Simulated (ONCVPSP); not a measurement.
## Hardness and transferability of assorted potentials

Generated with ld1.x 7.5 (TM, RRKJ, ultrasoft, PAW), atompaw 4.2 or ONCVPSP 4.0.1. The cutoff is in Ry: for ld1.x and atompaw files where the sum of valence levels is converged to 10 mRy in a Bessel basis, for ONCV files where the hardest occupied wave has 1 mHa per electron of residual kinetic energy. The error is the largest all-electron minus pseudo excitation energy over each file’s own four to seven test configurations (ionisations up to +4, promotions, holes and added fractions of an electron), all of which were solved. The labels leave out finer settings (local radius, basis sizes, second energies), which also bear on the numbers. Spin-polarised tests are not counted. The rows are a selection from randomly drawn settings: files with unsolved tests, undetermined cutoffs or missed reference levels are left out.

A true bound ghost makes a file unfit for plane-wave use even where its test errors are small: the radial tests pick states by their node count and pass the ghost by.

```tsv
element	potential	cutoff (Ry)	largest error (meV)	bound ghosts
N	ONCV, LDA (Perdew-Wang 92), scalar-relativistic, rc 1.00/2.45 (sp), local smoothed, core correction yes, reference 2s2 2p3, qcut 6.6/6.9, projectors 2/1	65	+3238	none
N	ONCV, PBE, non-relativistic, rc 0.85/1.20/1.05 (spd), local smoothed, core correction no, reference 2s2 2p2, qcut 7.4/8.2/8.1, projectors 3/3/2	62	+376	s, p
Fe	ONCV, LDA (Perdew-Wang 92), scalar-relativistic, rc 1.25/1.25/1.45 (spd), local smoothed, core correction yes, reference 3s2 3p6 3d6.5 4s1.5, qcut 8.9/13.6/12.9, projectors 2/3/2	109	+3.6	none
Ru	ONCV, PBEsol, scalar-relativistic, rc 1.70/1.15/1.35/1.75 (spdf), local smoothed, core correction no, reference 4s2 4p6 4d7.5 5s0.5, qcut 6.9/7.4/7/7.4, projectors 2/2/1/2	179	+29	s
Pd	ONCV, PBEsol, scalar-relativistic, rc 1.40/1.50/1.75/1.50 (spdf), local smoothed, core correction yes, reference 4s2 4p6 4d9 5s1, qcut 10.5/7.3/9.1/6.7, projectors 2/2/1/2	70	-94	none
W	ONCV, PBE, scalar-relativistic, rc 2.90/2.50/2.15 (spd), local smoothed, core correction no, reference 5d5 6s1, qcut 2.6/3.3/8.1, projectors 2/2/2	31	+61	p
```

Task: Fill in the row for Pt: ONCV, PBE, scalar-relativistic, rc 1.50/1.50/1.50 (spd), local d, core correction yes, reference 5s2 5p6 5d8.5, qcut 8.6/9.1/11.7, projectors 2/2/0.

Result: cutoff 68 Ry, largest error -6.9 meV, bound ghosts: none.

Task: Fill in the row for Br: ONCV, PBE, scalar-relativistic, rc 1.50/1.10/1.00 (spd), local smoothed, core correction yes, reference 3p6 3d10 4s1.5 4p5.5, qcut 5.2/10/16, projectors 2/2/1.

Result: cutoff 249 Ry, largest error -16 meV, bound ghosts: none.
